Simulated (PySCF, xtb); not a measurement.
Sn(OH)4 (H4O4Sn), SMILES [OH][Sn]([OH])([OH])[OH]. One conformer was computed; it need not be the lowest.

Harmonic wavenumbers (cm⁻¹) from GFN2-xTB in xtb at its own minimum, in rising order: 112, 113, 152, 153, 161, 169, 169, 242, 265, 424, 537, 539, 539, 834, 853, 853, 856, 3616, 3616, 3617, 3625.

Task: What does PBE0-D3(BJ)/def2-SVP (PySCF 2.14.0) give at its own minimum? (An estimate is asked for; the answer gives what the named calculation found.)

Result: 105, 128, 161, 161, 166, 186, 214, 214, 268, 619, 649, 659, 659, 851, 869, 875, 875, 3881, 3881, 3882, 3885. Paired by order, the mean absolute difference is 86 cm⁻¹ and the zero-point energies are 30.7 and 33.1 kcal/mol.
